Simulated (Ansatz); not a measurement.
Computed with Ansatz on PBE0-D4/def2-TZVP structures; ΔE is electronic, products minus reactants. CBS: MP2 limit from def2 TZ/QZ plus the TZ coupled-cluster correction, frozen cores. This one scheme is used for every species. DFT in def2-TZVPP. Each species was taken in one conformer, which may not be the lowest.

`O[SiH2]N[SiH3]` + H₂O → `O[SiH2]O` + `N[SiH3]`  (formal hydrolysis of the Si–N bond)

CCSD(T)/CBS gives -30.4 kJ/mol.

(1) Another level gave -33.9 kJ/mol. Which?
A. BLYP-D4/def2-TZVPP
B. B2PLYP/def2-TZVPP
C. HF/def2-TZVPP
D. revPBE-D4/def2-TZVPP

Largest T1 diagnostic among the species: 0.011.

Results:

(1) A. BLYP-D4 -33.9, HF/def2-TZVPP -45.7, B2PLYP -39.4, revPBE-D4 -28.0 kJ/mol.

Leaving LDA and LC-ωPBE aside and taking each functional with its dispersion term where it has one, the values spread over 11.4 kJ/mol, from B2PLYP to revPBE-D4. In def2-TZVPP, CCSD(T) changes the Hartree–Fock value by +13.1 kJ/mol (the triples alone add +1.8 kJ/mol) and MP2 by +13.2 kJ/mol. The D4 term adds +8.3 kJ/mol with B3LYP and +4.7 kJ/mol with PBE0; it sums over pairs of atoms, weighted by their polarisabilities, and B3LYP, whose exchange is more repulsive, gets the larger term.

B3LYP here is the variant with VWN-RPA as its local correlation; programs differ in this.

CCSD(T)/CBS has its own doubt, a few kJ/mol and more with outer-core shells, so smaller differences from it don't rank the levels.
